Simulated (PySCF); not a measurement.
This script is equivalent to a calculation on Ga(2+) (gallium, charge +2).

```python
from pyscf import gto, scf, dft, mp, cc
import basis_set_exchange as bse
mol = gto.M(atom="Ga 0 0 0", charge=2, spin=1, symmetry="D2h",
            basis=gto.basis.parse(bse.get_basis("6-31G*", elements=["Ga"], fmt="nwchem", header=False)))
mf = dft.UKS(mol, xc="M06L")
mf.irrep_nelec = {'Ag': (6, 5), 'B1g': (1, 1), 'B2g': (1, 1), 'B3g': (1, 1), 'B1u': (2, 2), 'B2u': (2, 2), 'B3u': (2, 2)}
mf.kernel()
```

Q: What total energy does it give?

A: -1923.510 hartree (calculated).

Q: Which occupied shell lies highest, and where?

A: 4s α, at -26.011 eV.

Q: What is ⟨S²⟩, and what would a pure spin state give?

A: 0.751, against 0.75.
